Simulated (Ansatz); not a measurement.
Ansatz (a quantum-chemistry and plane-wave program) input (B3LYP/LANL2DZ): The .json file is the Basis Set Exchange's LANL2DZ.

Ansatz 0.2 input:
```yaml
crystal:
  periodic: [false, false, false]
  atoms:
    - {symbol: Hf, position_ang: [0.00000000, -0.00000000, 0.00000000]}
    - {symbol: F, position_ang: [1.89646118, -0.21731765, -0.11965424]}
    - {symbol: F, position_ang: [-0.91429806, -0.45298493, 1.61770603]}
    - {symbol: F, position_ang: [-0.98216312, 0.67030258, -1.49805179]}
basis:
  gaussian:
    orbitals: LANL2DZ.json
hamiltonian:
  xc: {name: B3LYP}
magnetization: {spin_polarized: true, initial_magnetization: 1}
relax: {f_tol: 0.003, max_steps: 120}
```

### Question
Predict the final energy.

### Answer
-348.71018 Eh.
